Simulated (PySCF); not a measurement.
Job file and geometry (Å, from GFN2-xTB) of an NMR shielding run on SMILES C([C@@H](C#C)C[SiH2]NC)#N, C₆H₁₀N₂Si, GIAO PBE0/pcSseg-1 NMR shielding, non-relativistic, gas phase in PySCF 2.14.0, density-fitted response routines; density fitting, a coarse starting grid and PySCF grid level 2 are the driver's defaults:

```
$ OMP_NUM_THREADS=1 python probes_run.py task.json out

{"job": {"kind": "nmr", "xc": "PBE0", "basis": "pcSseg-1"}, "charge": 0, "multiplicity": 1}
C      3.299054     0.043799     1.342010
C      2.585432     0.228444     0.400030
C      1.729114     0.454372    -0.753877
C      1.002114     1.687525    -0.553028
N      0.415109     2.656593    -0.397685
C      0.761212    -0.717792    -0.989036
Si    -0.513966    -1.000694     0.399954
N     -1.785304     0.112359     0.114780
C     -2.994231     0.123728     0.905276
H      3.923690    -0.128643     2.166749
H      2.371870     0.591632    -1.637718
H      1.361809    -1.620036    -1.101762
H      0.248550    -0.555318    -1.937768
H     -1.095499    -2.337409     0.244402
H      0.180340    -0.923238     1.696341
H     -1.550129     1.043024    -0.202034
H     -2.882177     0.690923     1.834787
H     -3.811826     0.560462     0.329818
H     -3.254966    -0.900481     1.161627
```

**Question.** Write the output of this run.

**Answer.** 
```
coarse grid: 16464 points
cycle   1  E = -632.8395640987  dE =  1.137e+00  |g| = 6.250e-01  |ddm| = 4.084e+00
cycle   2  E = -632.6660735844  dE =  1.735e-01  |g| = 1.097e+00  |ddm| = 1.550e+00
cycle   3  E = -632.9178830070  dE = -2.518e-01  |g| = 2.480e-01  |ddm| = 9.751e-01
cycle   4  E = -632.9309195540  dE = -1.304e-02  |g| = 7.163e-02  |ddm| = 2.214e-01
cycle   5  E = -632.9319206594  dE = -1.001e-03  |g| = 2.614e-02  |ddm| = 7.285e-02
cycle   6  E = -632.9320592960  dE = -1.386e-04  |g| = 9.539e-03  |ddm| = 2.434e-02
cycle   7  E = -632.9320800104  dE = -2.071e-05  |g| = 2.695e-03  |ddm| = 8.269e-03
cycle   8  E = -632.9320815441  dE = -1.534e-06  |g| = 5.001e-04  |ddm| = 2.388e-03
final grid: 154880 points
cycle   9  E = -632.9835130058  dE = -4.158e-05  |g| = 7.499e-03  |ddm| = 4.612e-02
cycle  10  E = -632.9835081828  dE =  4.823e-06  |g| = 8.801e-03  |ddm| = 1.564e-02
cycle  11  E = -632.9835264265  dE = -1.824e-05  |g| = 1.688e-03  |ddm| = 8.537e-03
cycle  12  E = -632.9835270459  dE = -6.194e-07  |g| = 5.012e-04  |ddm| = 1.415e-03
cycle  13  E = -632.9835270995  dE = -5.365e-08  |g| = 1.941e-04  |ddm| = 4.787e-04
cycle  14  E = -632.9835271066  dE = -7.028e-09  |g| = 8.554e-05  |ddm| = 1.845e-04
cycle  15  E = -632.9835271080  dE = -1.424e-09  |g| = 2.553e-05  |ddm| = 7.382e-05
cycle  16  E = -632.9835271081  dE = -1.337e-10  |g| = 6.520e-06  |ddm| = 2.255e-05
converged SCF energy = -632.9835271081

GIAO shielding tensors (ppm)
atom      isotropic    diamagn.    paramagn.     s11        s22        s33       span
  0 C      106.166     258.285    -152.119     33.432     38.280    246.788    213.356
  1 C      103.721     264.729    -161.008      2.634     13.145    295.386    292.752
  2 C      168.170     244.556     -76.385    159.974    169.811    174.725     14.751
  3 C       61.614     264.045    -202.431    -59.144    -48.767    292.753    351.898
  4 N      -31.634     339.956    -371.590   -197.703   -181.417    284.217    481.921
  5 C      167.901     254.368     -86.467    154.010    170.952    178.740     24.730
  6 Si     385.040     881.953    -496.913    350.455    357.976    446.689     96.234
  7 N      251.795     327.557     -75.762    220.711    246.437    288.237     67.526
  8 C      154.220     240.306     -86.086    130.511    144.514    187.634     57.123
  9 H       29.957      34.555      -4.598     24.737     25.041     40.094     15.357
 10 H       27.824      26.066       1.757     24.011     25.144     34.315     10.304
 11 H       30.652      31.235      -0.583     25.699     29.076     37.182     11.483
 12 H       30.453      32.902      -2.449     26.762     28.116     36.481      9.719
 13 H       27.135      31.010      -3.875     23.477     25.497     32.431      8.954
 14 H       26.284      31.517      -5.234     22.530     25.656     30.665      8.135
 15 H       30.852      37.780      -6.928     19.757     31.169     41.629     21.873
 16 H       28.719      27.855       0.864     23.176     27.041     35.939     12.764
 17 H       28.729      26.774       1.956     23.327     26.523     36.338     13.011
 18 H       29.252      27.816       1.436     25.240     27.185     35.332     10.092
```

**Question.** Turn these shieldings into chemical shifts. Scale: TMS for 13C (186.93 ppm), 29Si (349.16 ppm), 1H (31.72 ppm); 15N (267.73 ppm) against NH3 (reference shieldings calculated alike).

**Answer.** Averaging equivalent atoms: C 3: 125.3; C 1: 83.2; C 0: 80.8; C 8: 32.7; C 5: 19.0; C 2: 18.8; N 4: 299.4; N 7: 15.9; Si 6: -35.9; H 14: 5.43; H 13: 4.58; H 10: 3.89; H 16/17/18: 2.82; H 9: 1.76; H 12: 1.26; H 11: 1.06; H 15: 0.87 ppm. Experimental scales use liquid or dissolved standards, which lie at an offset from isolated NH3 (liquid NH3: subtract about 20 ppm). Unscaled 15N shifts of sp2 nitrogen come out 20 to 40 ppm too high even then.

Size and cost of the density-fitted run: 210 basis functions, 39 s wall time on 1 thread of an Arm Neoverse V2, shared host; peak memory 0.94 GiB.
